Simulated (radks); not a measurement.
Problem. The mean radii <r> (bohr) of the occupied orbitals of an atom or ion are listed with their occupations. Calculated with a radial shooting solver on a logarithmic mesh with Libxc functionals: Dirac Kohn-Sham, PBE, spin-unpolarised, spherical densities, finite nucleus; Fermi nuclear charge, rms radius of each element as measured or else 0.836 A^(1/3) + 0.57 fm.

orbital  occ.      <r>
1s1/2       2  0.03428
2s1/2       2   0.1493
2p1/2       2   0.1271
2p3/2       4   0.1318
3s1/2       2   0.4150
3p1/2       2   0.4089
3p3/2       4   0.4195
3d3/2       4   0.3967
3d5/2       6   0.4001
4s1/2       2    1.044
4p1/2       2    1.124
4p3/2       4    1.150
4d3/2     1.2    1.434
4d5/2     1.8    1.444

Name the element and its charge. Open shells, if any, are shared by 2j + 1.

Solution. Z = 43, technetium, charge +4: Tc4+ in [Kr] 4d3. The 1s radius gives Z: for a bare nucleus <r> = (2 gamma + 1)/(2Z) with gamma = sqrt(1 - (Z/c)^2), 0.03371 bohr for Z = 43, and screening makes it slightly larger (0.03428 here). The occupations add up to 39, and the charge is Z minus that.
